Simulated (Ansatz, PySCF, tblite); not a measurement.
Potential energy curve for BO, doublet. Each curve is given relative to its own lowest point near equilibrium.

```json
[
 {"R / Å": "0.90", "A": "925.8", "B": "848.2", "C": "838.7", "D": "760.3"},
 {"R / Å": "0.96", "A": "476.2", "B": "471.7", "C": "471.2", "D": "406.3"},
 {"R / Å": "1.04", "A": "154.6", "B": "178.2", "C": "182.2", "D": "137.1"},
 {"R / Å": "1.09", "A": "56.8", "B": "78.3", "C": "82.4", "D": "50.6"},
 {"R / Å": "1.13", "A": "16.3", "B": "31.3", "C": "34.4", "D": "13.9"},
 {"R / Å": "1.16", "A": "2.2", "B": "11.0", "C": "13.1", "D": "1.1"},
 {"R / Å": "1.20", "A": "0.0", "B": "0.0", "C": "0.2", "D": "0.0"},
 {"R / Å": "1.23", "A": "8.0", "B": "1.5", "C": "0.0", "D": "8.8"},
 {"R / Å": "1.28", "A": "34.8", "B": "18.2", "C": "13.5", "D": "37.6"},
 {"R / Å": "1.33", "A": "73.5", "B": "48.2", "C": "39.9", "D": "79.5"},
 {"R / Å": "1.40", "A": "140.0", "B": "104.7", "C": "90.8", "D": "152.4"}
]
```

Energies in kJ/mol.

**Question.** Match the curves with the methods GFN2-xTB, 300 K electronic temperature (tblite); CCSDT(Q) on UHF/cc-pVTZ, frozen core run with Ansatz (a first-principles code); UHF/cc-pVTZ run with PySCF; unrestricted B3LYP/6-31G*, spherical d (PySCF).

**Answer.** A is GFN2-xTB; B is UKS-B3LYP/6-31G*; C is UCCSDT(Q); D is UHF.

The scan ran from 0.90 to 4.81 Å; beyond the distances shown one of the unrestricted levels run for this scan, shown here or not, changes its spin distribution in one step. The unrestricted determinant behind UCCSDT(Q), UHF is spin-contaminated at 1.33 to 1.40 Å (<S²> up to 0.9, against 0.75 for a pure doublet).
